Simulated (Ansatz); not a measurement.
Born–Oppenheimer molecular dynamics of CH3FSSi (7 atoms, charge 0, multiplicity 1). It starts at the highest image of a converged band. Of that band: The profile has 2 maxima (images 3, 7) with wells between them (image 5): this band takes more than one step, which may be the mechanism or a detour left from its start path. A structure lower than the last end lies on the path between it and the top, so the climb from that side starts below the end, which may itself be a saddle point or a shallow side well. A vibrational analysis at the climbing image gives one clearly imaginary mode, 1765i cm⁻¹: a first-order saddle point.

Theory: Ansatz, UHF/def2-SVP.

- ensemble: NVE (velocity Verlet)
- time step: 0.5 fs
- steps asked: 200
- starting velocities drawn for: 300 K
- seed: 9030

First frame:

```xyz
7
Properties=species:S:1:pos:R:3
F -1.700 -0.242 0.459
C -0.698 0.185 -0.343
Si 0.909 0.684 0.600
S 0.283 -1.160 -1.034
H -1.113 0.830 -1.110
H 0.754 -0.071 1.878
H 1.627 -0.294 -0.496
```

(1) How far do the bonds stretch over the last three quarters of this one trajectory? (Pairs bonded in most of those frames.)

## Answers

(1) 
| bond | mean (Å) | spread (Å) | shortest | longest |
| --- | --- | --- | --- | --- |
| F1–C2 | 1.360 | 0.032 | 1.30 | 1.42 |
| C2–Si3 | 1.963 | 0.076 | 1.84 | 2.09 |
| C2–S4 | 1.877 | 0.098 | 1.71 | 2.01 |
| C2–H5 | 1.089 | 0.003 | 1.08 | 1.09 |
| Si3–H6 | 1.507 | 0.009 | 1.49 | 1.53 |
| S4–H7 | 1.371 | 0.094 | 1.22 | 1.50 |

Mean temperature of the second half: 1024 K. The conserved energy stayed within 0.46 meV per atom of its start (net change -0.051 meV per atom), so the integration is sound. The system heated up, since it started high on the potential surface and ran downhill. A run of 0.1 ps of so small a system gives no equilibrium averages.

The run took 2.9 min on 2 threads of Arm Neoverse V2, with other jobs on the host, peak memory 0.21 GiB.
